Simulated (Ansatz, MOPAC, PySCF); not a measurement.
Reaction (SMILES): N=C (CH3N) + H+ -> C=[NH2+] (at N, the best of the heteroatom sites tried; carbon was not tried)

Wanted: proton affinity (enthalpy at 298 K), in kcal/mol. Positive where the reaction releases energy. Set-up: frozen cores in correlated levels; non-relativistic; dispersion terms only where a functional's name holds one; 6-311+G** with 5d; no spin-orbit coupling; 6-31G* and kin with 6d, 5d where marked. Basis-set limits of correlation are two-point, X^-3; Hartree-Fock from the larger set. Ab initio and DFT rows: single points at B3LYP-D3(BJ) geometries (Ansatz, a quantum-chemistry and plane-wave program), with unscaled harmonic terms from B3LYP/6-31G* at its own minima. Semi-empirical rows: MOPAC heats of formation at their own minima for 298 K, the proton's as measured.

Coupled cluster (Ansatz) is a level with limits of its own, used here on species with T1 under 0.025 (0.045 for open shells) and stable references: CCSD(T)/CBS(cc-pVTZ,cc-pVQZ).

Value to compare with, CCSD(T)/CBS(cc-pVTZ,cc-pVQZ) (Ansatz): 207.7 kcal/mol.

```json
[
 {"level": "PM6", "program": "MOPAC", "proton affinity (enthalpy at 298 K) (kcal/mol)": "209.8", "difference": "2.1"},
 {"level": "HF/STO-3G", "program": "Ansatz", "proton affinity (enthalpy at 298 K) (kcal/mol)": "250.1", "difference": "42.4"},
 {"level": "HF/6-31G*", "program": "Ansatz", "proton affinity (enthalpy at 298 K) (kcal/mol)": "215.1", "difference": "7.4"},
 {"level": "HF/6-311+G**", "program": "Ansatz", "proton affinity (enthalpy at 298 K) (kcal/mol)": "214.6", "difference": "6.9"},
 {"level": "PBE/STO-3G", "program": "Ansatz", "proton affinity (enthalpy at 298 K) (kcal/mol)": "239.2", "difference": "31.5"},
 {"level": "PBE/6-31G*", "program": "Ansatz", "proton affinity (enthalpy at 298 K) (kcal/mol)": "208.6", "difference": "0.9"},
 {"level": "PBE/6-311+G**", "program": "Ansatz", "proton affinity (enthalpy at 298 K) (kcal/mol)": "206.0", "difference": "-1.7"},
 {"level": "B3LYP/STO-3G", "program": "Ansatz", "proton affinity (enthalpy at 298 K) (kcal/mol)": "240.7", "difference": "33.0"},
 {"level": "B3LYP/6-31G*", "program": "Ansatz", "proton affinity (enthalpy at 298 K) (kcal/mol)": "210.1", "difference": "2.4"},
 {"level": "B3LYP/6-311+G**", "program": "Ansatz", "proton affinity (enthalpy at 298 K) (kcal/mol)": "207.6", "difference": "-0.1"},
 {"level": "PBE0/6-31G*", "program": "Ansatz", "proton affinity (enthalpy at 298 K) (kcal/mol)": "210.5", "difference": "2.8"},
 {"level": "M06-2X/6-311+G**", "program": "PySCF", "proton affinity (enthalpy at 298 K) (kcal/mol)": "205.9", "difference": "-1.8"},
 {"level": "MP2/STO-3G", "program": "Ansatz", "proton affinity (enthalpy at 298 K) (kcal/mol)": "248.4", "difference": "40.7"},
 {"level": "M06-2X/def2-TZVPD", "program": "PySCF", "proton affinity (enthalpy at 298 K) (kcal/mol)": "205.9", "difference": "-1.8"}
]
```

Among the 13 habitual levels, HF/STO-3G lies farthest from CCSD(T)/CBS(cc-pVTZ,cc-pVQZ) (Ansatz) (42.4 kcal/mol) and B3LYP/6-311+G** nearest (-0.1); 10 of 13 lie above it, and their mean absolute difference is 13.4 kcal/mol, the median 2.8. One case shows no general order.

The levels are drawn from those run, B3LYP/6-31G* more often than the rest, none by its result; runs whose electronic state is in doubt are left out.
